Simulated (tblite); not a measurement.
Question: Give a GFN2-xTB geometry of `[H]/[C]=N/[C@H](C#C)CC` [radical]. (Doublet state.)

Answer: 
```
atom  x, y, z in Å
C1     1.7994   -1.9112    0.5691
N2     1.6345   -1.0631   -0.3066
C3     0.5089   -0.1973   -0.5264
C4     0.9358    1.1732   -0.2819
C5     1.3084    2.2843   -0.0409
C6    -0.7207   -0.5401    0.3378
C7    -1.9351    0.2828   -0.0660
H8     2.7046   -2.4964    0.6202
H9     0.2506   -0.2942   -1.5918
H10    1.6223    3.2659    0.1551
H11   -0.9278   -1.6065    0.2238
H12   -0.4683   -0.3543    1.3838
H13   -2.2171    0.0720   -1.0958
H14   -2.7809    0.0476    0.5759
H15   -1.7190    1.3454    0.0217
```

Any rigid rotation of these coordinates is as good. Atoms count from 1 in this order. The 4 C–C bonds span 1.196 Å (C4≡C5, drawn triple) to 1.542 Å (C3–C6, drawn single), a spread of 0.346 Å. C1 (carbon bonded to N and H) is bent (angle 121.3°). Of the pairs four or more bonds apart, C4···H15 is among the closest relative to their van der Waals radii: 2.68 Å, 92 % of the sum of Bondi's values. The C–N distances run from 1.230 Å (C1=N2, drawn double) to 1.437 Å (N2–C3, drawn single), a spread of 0.207 Å.

Bonds between heavy atoms (Å): C1=N2 1.230, N2–C3 1.437, C3–C4 1.456, C4≡C5 1.196, C3–C6 1.542, C6–C7 1.521.

Structure optimised with GFN2-xTB, isolated species. This method treats the open shell by occupation alone, without spin polarisation.

Point group: C1 (no symmetry element, even within 0.4 Å). Its GFN2-xTB frequencies are all real (lowest 55 cm⁻¹). Torsions: C1–N2–C3–C4 113°, N2–C3–C6–C7 -172°. 3 starts were optimised and ended at 0.00, 0.18 and 2.03 kcal/mol (GFN2-xTB); the lowest of these is shown.

The run took 0.46 s wall on one thread of an Arm Neoverse V2 (shared host). That covers the optimisation of the geometry.

One conformer stands for the species.

The numbers are calculated, not measured.
